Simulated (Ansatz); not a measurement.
Ideal-gas functions of CHFI (`F[CH]I`) radical at 600 K and 1 bar, from an Ansatz frequency run at PBE0-D4/def2-TZVP.

Molar mass 158.92 g/mol, point group C1 (symmetry number 1), electronic degeneracy 2, moments of inertia 9.278, 168.643, 177.36 u Å². Harmonic wavenumbers (cm⁻¹, unscaled): 294, 572, 697, 1200, 1278, 3173.

Use S(trans) = R[1.5 ln M + 2.5 ln T − 1.1517]; rotational temperatures θ = 24.2544 K / I; S(rot) = R[ln(√π/σ · √(T³/θAθBθC)) + 1.5]; for each mode x = 1.438777 ν̃/T, S = R[x/(eˣ − 1) − ln(1 − e⁻ˣ)] and H = RT x/(eˣ − 1); 1 cm⁻¹ = 0.0119627 kJ/mol; R = 8.31446 J/(mol·K).

Problem. By hand: the entropy, in J/(mol·K).

Solution. Translation 186.6. Rotation: θ = 2.6142, 0.1438, 0.1368 K, giving 109.3. Vibration, mode by mode: 11.39, 6.31, 4.95, 1.91, 1.64, 0.04, in all 26.2. Electronic 5.8. Sum 327.9 J/(mol·K).

Problem. By hand: H − E and G − E in kJ/mol, counted from the electronic energy.

Solution. Zero-point energy ½ × 7214 × 0.0119627 = 43.1; thermal vibration 9.3; translation, rotation and pV give 4 RT = 20.0. H − E = 72.4 kJ/mol, and G − E = 72.4 − 600 × 327.9/1000 = -124.3 kJ/mol.

Vibration gives 8 % of the entropy. The sum counts one conformer and one mirror image; others add a mixing term.
